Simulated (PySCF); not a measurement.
Species: C₆H₁₂N₂.
Numbering: `[CH3:1][CH2:2][CH2:3][N:4]1[CH2:5][CH2:6][CH:7]=[N:8]1` (hydrogens: H9, H10, H11 on C1; H12, H13 on C2; H14, H15 on C3; H16, H17 on C5; H18, H19 on C6; H20 on C7)

The same species was optimised twice, with GFN2-xTB and with PBE0-D3(BJ)/def2-SVP (PySCF), and the same property calculations (PySCF, gas phase) were run on both structures.

```
     coordinate  GFN2-xTB  PBE0-D3(BJ)/def2-SVP  change
      N4–N8 (Å)     1.347                 1.363  +0.016
      C7=N8 (Å)     1.270                 1.280  +0.010
      C2–C3 (Å)     1.529                 1.520  -0.009
      N4–C5 (Å)     1.468                 1.461  -0.007
      C5–C6 (Å)     1.535                 1.529  -0.006
      C6–C7 (Å)     1.511                 1.505  -0.006
      C3–N4 (Å)     1.437                 1.441  +0.004
      C1–C2 (Å)     1.523                 1.520  -0.003
   C3–N4–N8 (°)     117.7                 115.2    -2.5
   C5–N4–N8 (°)     110.9                 109.4    -1.5
   C2–C3–N4 (°)     111.5                 112.7    +1.2
   C3–N4–C5 (°)     119.9                 118.6    -1.3
   C1–C2–C3 (°)     111.3                 112.4    +1.1
   N4–N8–C7 (°)     110.8                 109.7    -1.1
   N4–C5–C6 (°)     103.2                 102.2    -1.0
   C5–C6–C7 (°)     100.3                  99.5    -0.8
C1–C2–C3–N4 (°)       175                   177      +2
C2–C3–N4–C5 (°)        75                    70      -5
```

Rotational constants: A = 6192, B = 1053, C = 946.2 MHz (GFN2-xTB) against A = 6182, B = 1059, C = 946.7 MHz (PBE0-D3(BJ)/def2-SVP). Point groups within 0.08 Å: C1 and C1.

On the GFN2-xTB structure: HOMO (eV) -5.65 [PBE0/pcSseg-1]; LUMO (eV) 0.55 [PBE0/pcSseg-1]; dipole (D) 2.06 [PBE0/pcSseg-1]; GIAO shielding of C1 (ppm) 173.5 [PBE0/pcSseg-1]; GIAO shielding of C2 (ppm) 158.7 [PBE0/pcSseg-1]; GIAO shielding of C3 (ppm) 125.8 [PBE0/pcSseg-1]; GIAO shielding of N4 (ppm) 110.2 [PBE0/pcSseg-1]; GIAO shielding of C5 (ppm) 135.5 [PBE0/pcSseg-1]; GIAO shielding of C6 (ppm) 150.0 [PBE0/pcSseg-1]; GIAO shielding of C7 (ppm) 54.5 [PBE0/pcSseg-1]; GIAO shielding of N8 (ppm) -132.1 [PBE0/pcSseg-1].

What do these properties become on the PBE0-D3(BJ)/def2-SVP structure?

```csv
property,level,on GFN2-xTB,on PBE0-D3(BJ)/def2-SVP,change
HOMO (eV),PBE0/pcSseg-1,-5.65,-5.85,-0.20
LUMO (eV),PBE0/pcSseg-1,0.55,0.35,-0.20
dipole (D),PBE0/pcSseg-1,2.06,2.07,+0.01
"energy, GFN2-xTB geometry as zero (kcal/mol)",PBE0/pcSseg-1,0.0,-1.6,-1.6
GIAO shielding of C1 (ppm),PBE0/pcSseg-1,173.5,171.2,-2.3
GIAO shielding of C2 (ppm),PBE0/pcSseg-1,158.7,158.8,+0.1
GIAO shielding of C3 (ppm),PBE0/pcSseg-1,125.8,124.8,-1.0
GIAO shielding of N4 (ppm),PBE0/pcSseg-1,110.2,105.0,-5.2
GIAO shielding of C5 (ppm),PBE0/pcSseg-1,135.5,132.2,-3.3
GIAO shielding of C6 (ppm),PBE0/pcSseg-1,150.0,148.7,-1.3
GIAO shielding of C7 (ppm),PBE0/pcSseg-1,54.5,46.9,-7.6
GIAO shielding of N8 (ppm),PBE0/pcSseg-1,-132.1,-142.7,-10.6
```

The heavy atoms differ by 0.084 Å rms after alignment. Among bonds between heavy atoms N4–N8 changes most (+0.016 Å). Changes are differences of the printed values. Neither structure is proved a minimum here.
